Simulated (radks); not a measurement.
Effect of the nuclear size on neutral antimony, [Kr] 4d10 5s2 5p3. Method: Dirac Kohn-Sham, PBE, spin-unpolarised, spherical densities, finite nucleus; open shells are shared between the two j in proportion to 2j + 1; Fermi nuclear charge, rms radius 4.6802 fm; computed with a radial shooting solver on a logarithmic mesh with Libxc functionals. The rms radius is varied about that value; shifts are against it.

\begin{tabular}{lrrrrrrr}
rms radius (fm) & total energy shift (eV) & density at nucleus (e/bohr^3) & 1s1/2 shift (meV) & 2s1/2 shift (meV) & 4s1/2 shift (meV) & 4p1/2 shift (meV) & 5s1/2 shift (meV) \\ \hline
4.025 & -1.21 & 2.14e+05 & -508 & -58.6 & -2.25 & 0.182 & -0.228 \\
4.2215 & -0.865 & 2.124e+05 & -362 & -41.8 & -1.60 & 0.130 & -0.162 \\
4.6802 & 0 & 2.089e+05 & 0.000 & 0.000 & 0.000 & 0.000 & 0.000 \\
5.1155 & 0.890 & 2.06e+05 & 373 & 43.0 & 1.65 & -0.133 & 0.167 \\
5.2746 & 1.23 & 2.05e+05 & 516 & 59.6 & 2.28 & -0.185 & 0.231 \\
\end{tabular}

Slopes of the eigenvalues against <r^2> in GHz/fm^2, as finite differences over the two radii next to the reference (eigenvalue slopes, not the field-shift constants of lines): 1s1/2 21300, 2s1/2 2460, 4s1/2 94.3, 4p1/2 -7.62, 5s1/2 9.54.
